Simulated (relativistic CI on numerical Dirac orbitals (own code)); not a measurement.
**How well does a small relativistic CI reproduce C²⁺?**

Method of calculation: Dirac-Coulomb-Breit CI, separate exchange-only KLI orbitals for each configuration, QED by a radiative potential, valence Slater integrals scaled by 0.85, P86 correlation energy added to each configuration (own radial code, finite nucleus).

Configuration list (outside the closed core 1s2): 2s2, 2s.2p, 2p2, 2p.3s, 2s.3s, 2p.3p, 2s.3p, 2s.3d, 2s.4s, 2s.4p, 2s.4d, 2s.4f, 2s.5s, 2s.5p, 2s.5d, 2s.5f, 2s.5g, 3s2, 3s.3p, 3p2. Levels of other configurations are missing.

| Configuration | Term (tabulated) | J | Measured (cm⁻¹) | Computed | Error | Purity (%) |
| --- | --- | --- | --- | --- | --- | --- |
| 2s2 | 1S | 0 | 0.0 | 0 | 0 | 94 |
| 2s.2p | 3P° | 0 | 52367.1 | 52736 | 369 | 100 |
| 2s.2p | 3P° | 1 | 52390.8 | 52757 | 366 | 100 |
| 2s.2p | 3P° | 2 | 52447.1 | 52809 | 362 | 100 |
| 2s.2p | 1P° | 1 | 102352.0 | 103810 | 1458 | 100 |
| 2p2 | 3P | 0 | 137425.7 | 138768 | 1342 | 100 |
| 2p2 | 3P | 1 | 137454.4 | 138795 | 1341 | 100 |
| 2p2 | 3P | 2 | 137502.0 | 138838 | 1336 | 100 |
| 2p2 | 1D | 2 | 145876.1 | 149684 | 3808 | 98 |
| 2p2 | 1S | 0 | 182519.9 | 184195 | 1675 | 92 |
| 2s.3s | 3S | 1 | 238213.0 | 237415 | -798 | 98 |
| 2s.3s | 1S | 0 | 247170.3 | 245153 | -2017 | 96 |
| 2s.3p | 1P° | 1 | 258931.3 | 259696 | 765 | 94 |
| 2s.3p | 3P° | 0 | 259705.5 | 259529 | -176 | 99 |
| 2s.3p | 3P° | 1 | 259711.2 | 259534 | -177 | 99 |
| 2s.3d | 3D | 1 | 270010.8 | 269413 | -598 | 99 |
| 2s.3d | 3D | 2 | 270011.9 | 269413 | -599 | 99 |
| 2s.3d | 1D | 2 | 276482.9 | 276395 | -88 | 97 |
| 2p.3s | 3P° | 0 | 308216.6 | 308917 | 700 | 99 |
| 2p.3s | 3P° | 1 | 308248.9 | 308948 | 699 | 99 |
| 2p.3s | 3P° | 2 | 308317.3 | 309015 | 698 | 99 |
| 2s.4s | 3S | 1 | 309457.2 | 309926 | 469 | 97 |
| 2p.3s | 1P° | 1 | 310006.3 | 310791 | 785 | 60 |
| 2s.4s | 1S | 0 | 311721.5 | 311863 | 142 | 95 |
| 2s.4p | 3P° | 0 | 317794.3 | 318300 | 506 | 100 |
| 2s.4p | 3P° | 1 | 317796.5 | 318303 | 506 | 100 |
| 2s.4p | 3P° | 2 | 317801.3 | 318308 | 506 | 100 |
| 2p.3p | 1P | 1 | 319720.3 | 321202 | 1482 | 100 |
| 2s.4d | 3D | 1 | 321411.3 | 321542 | 131 | 87 |
| 2s.4d | 3D | 2 | 321426.7 | 321547 | 120 | 88 |
| 2s.4d | 3D | 3 | 321450.0 | 321555 | 105 | 88 |
| 2s.4f | 3F° | 2 | 322003.7 | 326309 | 4305 | 100 |
| 2s.4f | 3F° | 3 | 322009.6 | 326308 | 4299 | 100 |
| 2s.4f | 3F° | 4 | 322018.0 | 326309 | 4291 | 100 |
| 2s.4p | 1P° | 1 | 322404.2 | 323930 | 1526 | 64 |
| 2s.4f | 1F° | 3 | 322702.0 | 326435 | 3733 | 100 |
| 2p.3p | 3D | 2 | 323101.4 | 324043 | 942 | 87 |
| 2p.3p | 3D | 3 | 323140.3 | 324096 | 956 | 87 |
| 2s.4d | 1D | 2 | 324212.5 | 324947 | 734 | 98 |
| 2p.3p | 3S | 1 | 327278.3 | 327647 | 369 | 94 |
| 2p.3p | 3P | 0 | 329685.4 | 329536 | -149 | 100 |
| 2p.3p | 3P | 1 | 329706.5 | 329556 | -150 | 100 |
| 2p.3p | 3P | 2 | 329743.6 | 329591 | -153 | 100 |
| 2s.5s | 1S | 0 | 338514.3 | 338426 | -88 | 73 |
| 2s.5s | 3S | 1 | 339934.7 | 340288 | 354 | 98 |
| 2s.5p | 1P° | 1 | 343258.0 | 345168 | 1910 | 97 |
| 2s.5p | 3P° | 2 | 344233.0 | 343919 | -314 | 100 |
| 2s.5p | 3P° | 1 | 344236.3 | 343917 | -319 | 100 |
| 2s.5p | 3P° | 0 | 344238.7 | 343916 | -323 | 100 |
| 2p.3p | 1S | 0 | 345095.4 | 349897 | 4802 | 66 |
| 2s.5d | 3D | 1 | 345496.6 | 345594 | 98 | 100 |
| 2s.5d | 3D | 2 | 345496.7 | 345594 | 97 | 100 |
| 2s.5d | 3D | 3 | 345497.2 | 345594 | 97 | 100 |
| 2s.5g | 1G | 4 | 346579.3 | 348589 | 2010 | 99 |
| 2s.5g | 3G | 5 | 346579.5 | 348587 | 2008 | 100 |
| 2s.5d | 1D | 2 | 346658.3 | 347410 | 752 | 98 |
| 2s.5f | 3F° | 2 | 347151.9 | 348549 | 1397 | 100 |
| 2s.5f | 3F° | 3 | 347153.3 | 348549 | 1396 | 100 |
| 2s.5f | 3F° | 4 | 347155.4 | 348549 | 1394 | 100 |

Measured levels from Moore, Selected Tables of Atomic Spectra, NSRDS-NBS 3, section 3; pairs were made by configuration, J and term (by order where the table uses no LS term), so strongly mixed levels may be paired wrongly.

Mean error by configuration (cm⁻¹): 2s.2p 639; 2p2 1900; 2s.3s -1407; 2s.3p 137; 2s.3d -428; 2p.3s 721; 2s.4s 305; 2s.4p 761; 2p.3p 1012; 2s.4d 272; 2s.4f 4157; 2s.5s 133; 2s.5p 239; 2s.5d 261; 2s.5g 2009; 2s.5f 1396. Over the excited levels the mean absolute error is 1088 cm⁻¹ (58 of the 69 excited levels that our extract of the source holds in range could be paired, and the others can miss by more), and the median relative error of those above 1,000 cm⁻¹ is 0.23 %.
